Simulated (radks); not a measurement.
Results of a calculation; reference values are marked as such.
Question: Species: the rhodium ion Rh8+. Configuration: [Kr] 4d1. Level of theory: Dirac Kohn-Sham, LDA (Slater exchange, Perdew-Wang correlation), spin-unpolarised, spherical densities, finite nucleus; open shells fill j = l - 1/2 first; Fermi nuclear charge, rms radius 4.4945 fm (a radial shooting solver on a logarithmic mesh with Libxc functionals). Some entries of the table are withheld. Estimate them.

orbital  occ.  eigenvalue (hartree)  r(max) (bohr)  <r^2> (bohr^2)
1s1/2       2             -850.2463        0.02120        0.001441
2s1/2       2                   (1)         0.1200         0.02372
2p1/2       2             -118.7435            (2)         0.01779
2p3/2       4             -113.4381            (3)         0.01913
3s1/2       2             -26.98986            (4)          0.1746
3p1/2       2                   (5)         0.3380          0.1704
3p3/2       4                   (6)         0.3477          0.1798
3d3/2       4             -16.29034         0.2885          0.1608
3d5/2       6             -16.10833         0.2913          0.1637
4s1/2       2              -7.77679         0.8624          0.9776
4p1/2       2              -6.63262         0.8967           1.087
4p3/2       4              -6.45874         0.9181           1.136
4d3/2       1                   (7)          1.009           1.467
4d5/2       0                   (8)          1.016           1.484
5s1/2       0              -3.36935            (9)           3.966
5p1/2       0              -2.96665          1.964           4.559
5p3/2       0              -2.91571          1.999           4.709

Answer: 
(1) 2s1/2 eigenvalue (hartree): -127.7514
(2) 2p1/2 r(max) (bohr): 0.09295
(3) 2p3/2 r(max) (bohr): 0.09704
(4) 3s1/2 r(max) (bohr): 0.3517
(5) 3p1/2 eigenvalue (hartree): -23.46406
(6) 3p3/2 eigenvalue (hartree): -22.54600
(7) 4d3/2 eigenvalue (hartree): -4.61764
(8) 4d5/2 eigenvalue (hartree): -4.59019
(9) 5s1/2 r(max) (bohr): 1.834
